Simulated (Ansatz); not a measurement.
Reaction (hydrogenolysis of a C–C bond): `CC(O)N[SiH3]` + H₂ → `OCN[SiH3]` + CH₄

Isolated molecules relaxed with PBE0-D4/def2-TZVP in Ansatz; ΔE leaves out vibrations. CBS: MP2 limit from def2 TZ/QZ plus the TZ coupled-cluster correction, frozen cores. This one scheme is used for every species. DFT in def2-TZVPP. B3LYP here is the variant with VWN-RPA as its local correlation; programs differ in this. One conformer a species, not always the lowest.

Q: Is it downhill or uphill in electronic energy at CCSD(T)/CBS, and by how much? (Best estimate.)

A: Ansatz gave: Downhill: ΔE = -0.51 eV.

Q: What do these levels give: r2SCAN-D4, PBE0-D4, B3LYP-D4, ωB97M-V, B2PLYP, PBE, r2SCAN, B3LYP, MP2/def2-TZVPP, CCSD(T)/def2-TZVPP, SCS-MP2/def2-QZVPP, MP2/CBS(def2)? (An estimate is asked.)

A: Ansatz gave: r2SCAN-D4 -0.52, PBE0-D4 -0.54, B3LYP-D4 -0.56, ωB97M-V -0.52, B2PLYP -0.60, PBE -0.59, r2SCAN -0.54, B3LYP -0.66, MP2/def2-TZVPP -0.49, CCSD(T)/def2-TZVPP -0.52, SCS-MP2/def2-QZVPP -0.52, MP2/CBS(def2) -0.47 eV.

Largest T1 diagnostic among the species: 0.011.

The D4 term adds +0.10 eV with B3LYP and +0.06 eV with PBE0; it sums over pairs of atoms, weighted by their polarisabilities, and B3LYP, whose exchange is more repulsive, gets the larger term. In def2-TZVPP, CCSD(T) changes the Hartree–Fock value by +0.21 eV (the triples alone add +0.04 eV) and MP2 by +0.25 eV.
